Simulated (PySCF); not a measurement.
Ga(H)(Br)(NH2) (BrGaH3N), SMILES [NH2][GaH][Br]. Coordinates come from a PBE-D3(BJ)/def2-SVP optimisation. One conformer was computed; it need not be the lowest.

Method: PBE-D3(BJ)/def2-SVP (PySCF).

Harmonic wavenumbers (cm⁻¹): 137, 196, 292, 360, 496, 541, 701, 725, 1454, 1981, 3506, 3619. Rotational constants (GHz): 13.93, 1.863, 1.643; symmetry number 1.

### Question
Work out the zero-point energy and the ideal-gas rigid-rotor harmonic-oscillator thermochemistry at 298.15 K and 1 atm.

### Answer
ZPE = ½ Σ hcν = ½ × 14008 cm⁻¹ = 20.03 kcal/mol. H − E(el) = 24.06 kcal/mol. Entropy in cal/(mol K): translation 41.24, rotation 26.43, vibration 9.43, total 77.09. G − E(el) = 1.08 kcal/mol. Cp = 19.08 cal/(mol K). Modes under 150 cm⁻¹ make the vibrational entropy uncertain.
